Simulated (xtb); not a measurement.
C₇H₈O, charge +1, quartet, geometry from GFN2-xTB of the parent state (a state made from the parent by changing its charge; the spin is typed, not shown lowest); GFN2-xTB (xtb).

Here is a job for xtb.
```
$ xtb mol.xyz --gfn 2 --chrg 1 --uhf 3 --json

# file mol.xyz
16

C     -2.83485466     0.11645217     0.39917449
C     -1.35119902     0.04253937     0.19543320
C     -0.48079655     0.69822704     1.05464705
C      0.88746555     0.65034956     0.85778854
C      1.41233797    -0.06087735    -0.21302987
O      2.75310773    -0.13806513    -0.44684273
C      0.54999479    -0.72197732    -1.08106165
C     -0.81332749    -0.66596930    -0.87292005
H     -3.32025483    -0.78818912     0.04028342
H     -3.07584159     0.25269851     1.45093519
H     -3.24713136     0.96147983    -0.15374877
H     -0.87489984     1.25504510     1.89283045
H      1.55226643     1.16616706     1.53910024
H      3.22889816     0.36194627     0.22698678
H      0.96800090    -1.27300046    -1.90846528
H     -1.47362327    -1.18409113    -1.55337055
```

Problem. Write the output that xtb gives for this input, abridged.

Solution. 
```
   ID    Z sym.   atoms
    1    6 C      1-5, 7, 8
    2    8 O      6
    3    1 H      9-16

           -------------------------------------------------
          |                Calculation Setup                |
           -------------------------------------------------

           -------------------------------------------------
          |                 G F N 2 - x T B                 |
           -------------------------------------------------

          ...................................................
          :                      SETUP                      :
          :.................................................:
          :  # basis functions                  40          :
          :  # atomic orbitals                  40          :
          :  # shells                           24          :
          :  # electrons                        41          :
          :  max. iterations                   250          :
          :  Hamiltonian                  GFN2-xTB          :
          :  restarted?                      false          :
          :  GBSA solvation                  false          :
          :  PC potential                    false          :
          :  electronic temp.          300.0000000     K    :
          :  accuracy                    1.0000000          :
          :  -> integral cutoff          0.2500000E+02      :
          :  -> integral neglect         0.1000000E-07      :
          :  -> SCF convergence          0.1000000E-05 Eh   :
          :  -> wf. convergence          0.1000000E-03 e    :
          :  Broyden damping             0.4000000          :
          :  net charge                          1          :
          :  unpaired electrons                  3          :
          ...................................................

 iter      E             dE          RMSdq      gap      omega  full diag
   1    -22.8019091 -0.228019E+02  0.397E+00    0.59       0.0  T
   2    -22.7961810  0.572809E-02  0.303E+00    0.05       1.0  T
   3    -22.7728805  0.233005E-01  0.223E+00    0.69       1.0  T
   4    -22.8235571 -0.506766E-01  0.119E+00    0.11       1.0  T
   5    -22.8312836 -0.772653E-02  0.591E-01    0.18       1.0  T
   6    -22.8323389 -0.105523E-02  0.450E-01    0.18       1.0  T
   7    -22.8320399  0.298942E-03  0.433E-01    0.16       1.0  T
   8    -22.8323413 -0.301410E-03  0.239E-01    0.16       1.0  T
   9    -22.8328087 -0.467391E-03  0.106E-01    0.13       1.0  T
  10    -22.8330024 -0.193680E-03  0.540E-02    0.13       1.0  T
  11    -22.8330176 -0.151355E-04  0.142E-02    0.13       1.8  T
  12    -22.8330175  0.583275E-07  0.903E-03    0.13       2.8  T
  13    -22.8330182 -0.677801E-06  0.274E-03    0.13       9.1  T
  14    -22.8330182 -0.308055E-07  0.127E-03    0.13      19.7  T
  15    -22.8330182 -0.113587E-07  0.404E-04    0.13      61.9  T
  16    -22.8330182 -0.613806E-09  0.199E-04    0.13     125.6  T

   *** convergence criteria satisfied after 16 iterations ***

         :::::::::::::::::::::::::::::::::::::::::::::::::::::
         ::                     SUMMARY                     ::
         :::::::::::::::::::::::::::::::::::::::::::::::::::::
         :: total energy             -22.460514140251 Eh    ::
         :: gradient norm              0.168614736790 Eh/a0 ::
         :: HOMO-LUMO gap              0.127832673406 eV    ::
         ::.................................................::
         :: SCC energy               -22.833006475170 Eh    ::
         :: -> isotropic ES            0.099809482046 Eh    ::
         :: -> anisotropic ES         -0.013273831769 Eh    ::
         :: -> anisotropic XC          0.012565603962 Eh    ::
         :: -> dispersion             -0.010335791874 Eh    ::
         :: repulsion energy           0.372492334919 Eh    ::
         :: add. restraining           0.000000000000 Eh    ::
         :: total charge               1.000000000030 e     ::
[...]
        33                          0.0535582               1.4574
       ...                                ...                  ...
        40                          0.4573690              12.4456
      -------------------------------------------------------------
                  HL-Gap            0.0046978 Eh            0.1278 eV
             Fermi-level           -0.5184430 Eh          -14.1076 eV

     #   Z          covCN         q      C6AA      α(0)
     1   6 C        3.757    -0.137    23.186     6.865
     2   6 C        2.965     0.082    26.176     8.392
     3   6 C        2.926    -0.015    28.377     8.736
     4   6 C        2.917    -0.035    28.872     8.811
     5   6 C        2.847     0.197    23.806     7.997
     6   8 O        1.659    -0.268    18.463     5.801
     7   6 C        2.918    -0.013    28.346     8.731
     8   6 C        2.926    -0.013    28.344     8.731
     9   1 H        0.925     0.120     1.614     1.986
    10   1 H        0.925     0.118     1.630     1.997
    11   1 H        0.924     0.155     1.361     1.825
    12   1 H        0.926     0.109     1.703     2.041
    13   1 H        0.925     0.101     1.779     2.086
    14   1 H        0.805     0.358     0.569     1.185
    15   1 H        0.926     0.129     1.540     1.941
    16   1 H        0.926     0.113     1.674     2.023

 Mol. C6AA /au·bohr⁶  :       2501.312747
 Mol. C8AA /au·bohr⁸  :      60957.805019
 Mol. α(0) /au        :         79.146620

Wiberg/Mayer (AO) data.
largest (>0.10) Wiberg bond orders for each atom

 ---------------------------------------------------------------------------
     #   Z sym  total        # sym  WBO       # sym  WBO       # sym  WBO
 ---------------------------------------------------------------------------
     1   6 C    3.951 --     2 C    1.113    10 H    0.944     9 H    0.941
                            11 H    0.867
     2   6 C    3.840 --     3 C    1.259     8 C    1.247     1 C    1.113
     3   6 C    3.601 --     2 C    1.259     4 C    1.105    12 H    0.943
                             8 C    0.150
     4   6 C    3.586 --     5 C    1.226     3 C    1.105    13 H    0.947
                             7 C    0.136
     5   6 C    3.835 --     6 O    1.245     7 C    1.231     4 C    1.226
     6   8 O    2.279 --     5 C    1.245    14 H    0.851
     7   6 C    3.566 --     5 C    1.231     8 C    1.098    15 H    0.937
                             4 C    0.136
     8   6 C    3.578 --     2 C    1.247     7 C    1.098    16 H    0.943
                             3 C    0.150
     9   1 H    0.975 --     1 C    0.941
    10   1 H    0.975 --     1 C    0.944
    11   1 H    0.957 --     1 C    0.867
    12   1 H    0.969 --     3 C    0.943
    13   1 H    0.976 --     4 C    0.947
    14   1 H    0.871 --     6 O    0.851
    15   1 H    0.964 --     7 C    0.937
    16   1 H    0.969 --     8 C    0.943
 ---------------------------------------------------------------------------

Topologies differ in total number of bonds
Writing topology from bond orders to xtbtopo.mol

molecular dipole:
                 x           y           z       tot (Debye)
 q only:       -0.547       0.317       0.365
   full:       -0.409       0.441       0.519       2.020
molecular quadrupole (traceless):
                xx          xy          yy          xz          yz          zz
 q only:       16.605       1.961      -9.922       1.388       5.032      -6.683
  q+dip:       16.337       3.178     -10.373       3.179       6.996      -5.964
   full:       15.689       2.982      -9.246       3.166       4.795      -6.442

           -------------------------------------------------
          | TOTAL ENERGY              -22.460514140251 Eh   |
          | GRADIENT NORM               0.168614736790 Eh/α |
          | HOMO-LUMO GAP               0.127832673406 eV   |
           -------------------------------------------------

normal termination of xtb
```
